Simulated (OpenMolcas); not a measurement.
# As: CASPT2 settings compared

```
Program             : OpenMolcas 26.06
Basis               : ANO-R1 [5s4p3d1f]
Scalar Hamiltonian  : X2C, finite nucleus
Active space        : 5 electrons in 8 orbitals (4s 4p 5s 5p)
State averaging     : 2S+1 = 4 odd, 1 root; 2S+1 = 2 odd, 8 roots kept (CI in the orbitals of an earlier block)
Spin-orbit coupling : state interaction with AMFI integrals over the reference wave functions, term energies averaged over their components
```

Methods on the same reference wave functions:
A. CASSCF
B. SS-CASPT2, IPEA 0.3 Eh, no level shift (closed shells correlated: 3d)
C. SS-CASPT2, IPEA 0.1 Eh, sigma2 regulariser 0.05 Eh (closed shells correlated: 3s 3p 3d)
D. XMS-CASPT2, IPEA 0.35 Eh, imaginary shift 0.25 Eh (closed shells correlated: none)

Energies in cm-1 above 4s2 4p3 4S* 3/2, the measured ground level; measured values from NIST Handbook of Basic Atomic Spectroscopic Data.

| Level | A | B | C | D | Measured |
| --- | --- | --- | --- | --- | --- |
| 4s2 4p3 4S* 3/2 | 0.0 | 0.0 | 0.0 | 0.0 | 0.0 |
| 4s2 4p3 2D* 3/2 | 14315 | 13700 | 13630 | 13400 | 10593 |
| 4s2 4p3 2D* 5/2 | 14611 | 13930 | 13860 | 13640 | 10915 |
| 4s2 4p3 2P* 1/2 | 20250 | 21630 | 21650 | 20970 | 18186 |
| 4s2 4p3 2P* 3/2 | 20556 | 21870 | 21890 | 21220 | 18648 |

Deviations, from unrounded energies. A percentage is the sum of absolute deviations over the sum of measured energies, with the sign that they share, or ± where signs differ.

```json
{"Against measurement": "mean absolute deviation (cm-1)", "Levels": "4", "A": "2800", "B": "3200", "C": "3200", "D": "2700"}
{"Against measurement": "other terms of the ground configuration (%)", "Levels": "4", "A": "+19.5", "B": "+21.9", "C": "+21.7", "D": "+18.6"}
```

A, D lie about equally close to measurement and B furthest from it. The largest miss of D in the table is 4s2 4p3 2D* 3/2, by +2800 cm-1. The ranking rests on the paired levels alone, and a cruder setting can come out closer through cancelling errors.

Among B to D the level of the table that moves most is 4s2 4p3 2P* 1/2, by 680 cm-1 (lowest in D, highest in C). Moves below CASPT2's spread within the term are not significant.

The mean deviations of B to D differ by less than CASPT2's widest spread within a term (530 cm-1), so their order carries little weight.

From A to B the spin-free energies of the other terms of 4s2 4p3 shown, above 4S*, scale by factors of 0.95 to 1.07.

The lowest spin-free term lies below A's lowest term by 0.421 hartree in B, 0.500 hartree in C, 0.048 hartree in D.

CASPT2 does not keep the components of a term degenerate, so their means are used; among the terms shown or strongly mixed into the levels shown the widest spread is 530 cm-1 (4s2 4p3 2D*, D). Terms from blocks run as CI alone lack orbitals of their own. Active for correlation alone: 5p 5s; no level in the range computed is led by a configuration that fills them, so any true level of that kind is missing. Without dynamic correlation excited terms often stand tens of per cent too high (terms of higher spin than the ground term too low), and those without a measured partner can miss by more than the paired ones (holds for A). Some terms miss by over 15 % even with CASPT2, which points to a basis or an active space too small for the shells correlated (holds for B; C; D). Computed and measured levels are paired by configuration, term and J; levels that our copy of the source lacks, or whose pairing is in doubt (as where it misses far off the trend of its configuration), stay unpaired and out of the deviations. Levels of configurations outside the active space are missing.

* marks odd parity.
